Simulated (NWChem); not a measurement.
Molecule: SiH2ICl; SMILES Cl[SiH2]I

Results from NWChem. All runs use the structure optimised with PBE0/def2-SVP. def2 effective core potentials on I; no spin-orbit coupling. LC-ωPBE (HJS hole) with def2-SVP; x = 1 − exp(−ω/0.25 bohr⁻¹) is a scale chosen for this fit.

```
row           x  −ε(HOMO) (eV)
--------  -----  -------------
ω = 0.05  0.181           7.44
ω = 0.20  0.551       withheld
ω = 0.30  0.699          10.03
ω = 0.35  0.753          10.31
ω = 0.60  0.909          11.09
```

Q: Fit a straight line of the last column on the one before it, predict the withheld value, and compare with the run.

A: 
1. Means of the 4 shown rows: x = 0.6355, y = 9.718. Slope Σ(x − x̄)(y − ȳ)/Σ(x − x̄)² = 1.500/0.2992 = 5.013; intercept 6.532.
2. The shown rows scatter about the line by 0.004 (root mean square); the largest residual is -0.01, at ω = 0.30.
3. At x = 0.551 (ω = 0.20; inside the shown range) the line gives 9.29.
4. The run gives 9.27, -0.02 from the line.
